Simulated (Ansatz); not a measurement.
```yaml
crystal:
  periodic: [false, false, false]
  atoms:
    - {symbol: B, position_ang: [0.896328, 0.720838, -0.721652]}
    - {symbol: C, position_ang: [0.577765, -0.442073, 0.314902]}
    - {symbol: O, position_ang: [1.332871, -1.189081, 0.879277]}
    - {symbol: C, position_ang: [-1.164044, 0.832198, -0.515054]}
    - {symbol: Cl, position_ang: [-1.464044, 0.832198, -0.565054]}
    - {symbol: H, position_ang: [1.233123, 1.789905, -0.309633]}
    - {symbol: H, position_ang: [1.065531, 0.443584, -1.870850]}
    - {symbol: H, position_ang: [-1.381811, -1.433636, 0.187433]}
    - {symbol: H, position_ang: [-1.238703, -0.267638, 1.543827]}
basis:
  gaussian: {orbitals: aug-cc-pVDZ, final_grid: {core_spheres: 5, valence_spheres: 4, degree: 11}}
hamiltonian: {xc: {name: BLYP}, dispersion: d3bjatm}
```

```sh
$ ansatz run in.yaml --threads 2 --pin off --events-out ev --progress --plain --max-ram 4352MiB
```

Output, abridged:

```
Functional definition: BLYP
1407 factors; their error is unknown
mean field evaluation 1: about -16196.0652 eV, gradient 2.0e2 eV
mean field evaluation 2: about -15610.8191 eV, gradient 3.0e2 eV
mean field evaluation 4: about -16204.8873 eV, gradient 1.2e2 eV
mean field evaluation 8: about -16224.8129 eV, gradient 1.1e2 eV
mean field evaluation 16: about -16271.3853 eV, gradient 1.5e-2 eV
a density is far from that of the atoms, so the factors are made again for it
1593 factors; integrals over basis functions are off by at most 5.5e-4 eV
mean field -16271.38510874 eV, -597.9623736051 hartree, gradient 2.5e-5 eV, S^2 0.000000; 0 other end points of the search recorded, 0 dependent functions left out
reference -16271.38561151 eV, -597.9623920815 hartree; 23, 23 occupied and 132, 132 virtual orbitals, 1593 factors
Total energy: -16271.92827670 eV, -597.9823346596 hartree
```

(1) What is wrong with this run?

Answers

(1) One atom was put on top of another. Self-consistency was reached. The result belongs to that input, not to the molecule as meant.
